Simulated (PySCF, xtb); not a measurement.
WOF₃, SMILES [W+]([F])([F])(=[O])[F], charge +1, multiplicity 1.

Harmonic wavenumbers (cm⁻¹) from GFN2-xTB run with xtb at its own minimum, in rising order: 139, 139, 183, 204, 204, 502, 506, 506, 877.

**Question.** What does PBE-D3(BJ)/def2-SVP in PySCF give at its own minimum? (Estimate from the structure and the level; the computed values follow.)

**Answer.** 176, 176, 204, 290, 290, 764, 779, 779, 1074. Paired by order, the mean absolute difference is 141 cm⁻¹ and the zero-point energies are 4.7 and 6.5 kcal/mol.
